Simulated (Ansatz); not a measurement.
Start from `CBNCF` and change one atom or group to get `FCNC[SiH3]`.

Ansatz, PBE0-D4/def2-TZVP geometries, multiplicity 1. Each molecule was computed in one conformer, which needn't be the lowest.

| property | `CBNCF` |
| --- | --- |
| size of the dipole moment (B3LYP/def2-TZVPP) / D | 1.83 |
| HOMO–LUMO gap (PBE0/def2-TZVPP) / eV | 8.85 |
| size of the dipole moment (PBE/def2-TZVPP) / D | 1.76 |
| LUMO energy (ωB97M-V/def2-TZVPP) / eV | 2.14 |
| LUMO energy (PBE/def2-TZVPP) / eV | -0.71 |
| HOMO energy (PBE/def2-TZVPP) / eV | -7.20 |

Question: What does the change do to each property? (An estimate is asked.)

Answer: Ansatz gave: 
```
                                        property  `FCNC[SiH3]`  shift
size of the dipole moment (B3LYP/def2-TZVPP) / D          0.92  -0.91
            HOMO–LUMO gap (PBE0/def2-TZVPP) / eV          7.89  -0.96
  size of the dipole moment (PBE/def2-TZVPP) / D          0.82  -0.94
           LUMO energy (ωB97M-V/def2-TZVPP) / eV          2.07  -0.07
               LUMO energy (PBE/def2-TZVPP) / eV         -0.27   0.44
               HOMO energy (PBE/def2-TZVPP) / eV         -5.92   1.28
```

With PBE0 the HOMO rises by 1.22 eV and the LUMO rises by 0.26 eV, so the gap narrows by about 0.96 eV. PBE moves the HOMO by 1.28 eV and ωB97M-V by 1.22 eV. Dipoles are sizes alone; their direction can turn.

B3LYP here is the variant with VWN-RPA as its local correlation; programs differ in this.
